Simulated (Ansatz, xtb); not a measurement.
## Two isomers of C2H7Ge

Structure I is `[CH3][GeH][CH3]`, a doublet and structure II is `C[CH2][GeH2]`, a doublet. Both are isolated molecules in the gas phase, relaxed with PBE0-D3(BJ)/def2-SVP; the shapes shown needn't be the lowest conformers.

I (Å):

| atom | x (Å) | y (Å) | z (Å) |
| --- | --- | --- | --- |
| C | -2.3140 | -1.3925 | -0.6916 |
| C | -0.0785 | 0.3287 | -2.2579 |
| Ge | -0.8643 | -1.4543 | -2.0145 |
| H | -1.9222 | -1.0300 | 0.2729 |
| H | -3.1091 | -0.7095 | -1.0240 |
| H | -2.7483 | -2.3906 | -0.5397 |
| H | 0.2302 | -2.4567 | -1.5540 |
| H | -0.8389 | 1.0387 | -2.6140 |
| H | 0.3187 | 0.6945 | -1.2969 |
| H | 0.7433 | 0.2982 | -2.9870 |

II (Å):

```csv
atom,x (Å),y (Å),z (Å)
C,-1.7673,-1.4063,-2.1293
C,-0.5155,-1.2224,-1.2773
Ge,-0.2889,0.6260,-0.6329
H,-1.7487,-0.7661,-3.0252
H,-1.8651,-2.4496,-2.4735
H,-2.6824,-1.1592,-1.5686
H,0.3909,-1.4893,-1.8438
H,-0.5384,-1.8807,-0.3941
H,-1.4914,1.0524,0.2480
H,-0.1615,1.6115,-1.8229
```

Energies in hartree; the thermal terms are from PBE0-D3(BJ)/def2-SVP harmonic frequencies (ideal gas, rigid rotor, one conformer each, 1000 K, 1 atm) and include the zero-point energy:

```
                               I            II
E, CCSD(T)/def2-SVP  −2155.394952  −2155.386116
    E, MP2/def2-SVP  −2155.342868  −2155.332643
  E, MP2/def2-TZVPP  −2155.787463  −2155.771724
  zero-point energy      0.079645      0.079276
      H(1000 K) − E      0.123421      0.121940
      G(1000 K) − E     −0.059593     −0.056418
```

**Question.** Correct the CCSD(T) difference for the basis set by the MP2 change, then work out ΔE, ΔE₀, ΔH and ΔG for I → II in kJ/mol (1 Eh = 2625.50 kJ/mol) and the equilibrium ratio [II]/[I].

**Answer.** 1. Differences II − I: CCSD(T) +0.008836, MP2 in the small set +0.010225, MP2 in the large set +0.015739 Eh.
2. ΔE = +0.008836 + (+0.015739 − (+0.010225)) = +0.014350 Eh = +37.68 kJ/mol.
3. ΔE₀ = ΔE + ΔZPE = +0.014350 + (−0.000369) Eh = +36.71 kJ/mol.
4. ΔH = ΔE + (−0.001481) Eh = +33.79 kJ/mol.
5. ΔG = ΔE + (+0.003175) Eh = +46.01 kJ/mol, so ΔS = (ΔH − ΔG)/T = −12.2 J/(mol K).
6. kT = 3.1668 mEh, so K = [II]/[I] = exp(−ΔG/kT) = exp(−5.53) ≈ 0.004.

Structure I is favoured at this temperature. An error of 4 kJ/mol in ΔG would change K by a factor of 1.6. The basis-set step is large, which makes the value less sure. GFN2-xTB gave ΔE the other sign. Mirror images and further conformers aren't counted.

As drawn, II has 1 C–C, 1 Ge–H in place of 1 C–Ge, 1 C–H.

Other levels gave ΔE = −2.9 (GFN2-xTB); +47.5 (HF/STO-3G, GFN2-xTB geometries); +31.7 (r2SCAN-D4/def2-SVP, GFN2-xTB geometries); +28.8 (PBE0-D3(BJ)/def2-SVP); +27.7 (HF/def2-SVP); +26.8 (MP2/def2-SVP); +23.2 (CCSD(T)/def2-SVP) kJ/mol. Open shells are spin-unrestricted. The correlated steps freeze 11 core orbitals; the filled d shell of Ge is correlated, in a basis made for valence electrons. Programs: Ansatz 0.2.0, xtb 6.7.1.
